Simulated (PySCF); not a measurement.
CH7NOSi2, SMILES C1N[SiH2]O[SiH2]1.

Coordinates come from a PBE0-D3(BJ)/def2-SVP optimisation. This is a generated structure with no PubChem entry under its InChIKey; it may be hypothetical. The values are those of a single conformer.

Two levels are set side by side: PBE/def2-TZVP (PySCF) and r2SCAN/def2-TZVP (PySCF). Same geometry, gas phase. Differences are taken from unrounded values.

| quantity | r2SCAN | PBE | PBE minus r2SCAN |
|---|---|---|---|
| orbital gap (eV) | 5.47 | 4.77 | -0.70 |
| highest occupied level (eV) | -5.77 | -5.50 | 0.27 |
| lowest empty level (eV) | -0.30 | -0.72 | -0.42 |
| dipole moment (D) | 2.10 | 2.09 | -0.02 |
| mean polarisability (bohr³) | 68.4 | 70.6 | 2.2 |

Rough cost on one machine, each run with all the roots and properties that it gave: r2SCAN against PBE about 3 times.
